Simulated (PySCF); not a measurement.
Coordinates in bohr (charge 0 multiplicity 1):
```
N     0.0000    0.0000    0.0000
Ga    0.0017    0.0000    3.5959
Ga    3.1133    0.0000   -1.7994
Ga   -3.1150    0.0000   -1.7965
```

Computed with PBE0/[N def2-SVP, Ga def2-SVP], no relativity, density fitting, PySCF.

This geometry of Ga₃N is a stationary point at this level.

Problem. What is the point group?

Solution. D3h.

Problem. Is it a minimum?

Solution. Yes: all harmonic wavenumbers are real.

Problem. Give the atomic charges and bond orders.

Solution. 
```csv
atom,Mulliken,Löwdin,polar tensor,Mayer order to N1
N1,-0.76,-0.34,-1.51,–
"Ga2,3,4",0.25,0.11,0.50,0.98
```

Problem. Give the ideal-gas entropy at 298.15 K and 1 bar by parts.

Solution. translation 176.2, rotation 110.4, vibration 49.5, spin 0.0; total 336.0 J/(mol K).

Problem. What is the atomisation energy, with and without zero-point energy?

Solution. 977 kJ/mol without, 965 kJ/mol with.

Other isomers or separated fragments may lie lower.
